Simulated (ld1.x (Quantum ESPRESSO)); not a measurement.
# Configuration tests for Tb (TM)

ld1.x (Quantum ESPRESSO) 7.5 input, shortened:

```
&input
   title='Tb', zed=65., rel=1, dft='PBE', iswitch=3,
   config='[Xe] 4f9 5d0 6s2 6p0'
 /
 &inputp
   pseudotype=2, tm=.true., lloc=1,
   nlcc=.false.
 /
4
6S  1  0   2.00   0.00  3.55  3.55  0.0
5D  3  2   0.00   0.00  3.80  3.80  0.0
4F  4  3   9.00   0.00  0.90  0.90  0.0
6P  2  1   0.00   0.00  4.20  4.20  0.0
 &test
   configts(1)='4f9 5d0 6s2 6p0'
 /
```

Energies are relative to the spin-unpolarised reference configuration 4f9 5d0 6s2 6p0; without spin polarisation the order of configurations can differ from experiment. Not all tests gave a result: 2 of 7 tests not solved or not reliable. Left out of the table: 4f9 5d0 6s1.5 6p0 (solver errors, printed error +0.8 meV); 4f8 5d0 6s2 6p0 (solver errors, printed error -1.9 eV).

**Question.** Give the all-electron excitation energy and the error of the potential for: 4f9 5d0 6s1 6p0; 4f9 5d0 6s0 6p0; 4f8 5d0 6s0 6p0; 4f9 5d0 6s0 6p1; 4f9 5d0.5 6s1.5 6p0.

**Answer.**

| valence configuration | charge | ΔE all-electron (eV) | error AE − PS (meV) |
| --- | --- | --- | --- |
| 4f9 5d0 6s1 6p0 | +1 | 6.163 | +15 |
| 4f9 5d0 6s0 6p0 | +2 | 17.687 | +275 |
| 4f8 5d0 6s0 6p0 | +3 | 42.990 | -1993 |
| 4f9 5d0 6s0 6p1 | +1 | 9.531 | +88 |
| 4f9 5d0.5 6s1.5 6p0 | 0 | 1.222 | +5.6 |

Levels in the configuration 4f8 5d0 6s0 6p0:

```tsv
level	all-electron (eV)	pseudo (eV)
4f	-34.223	-39.090
```

These tests converged, but a pseudo level misses the all-electron one widely, so the file describes the atom poorly there or has found another state: 4f8 5d0 6s0 6p0: 4f by 4.9 eV.
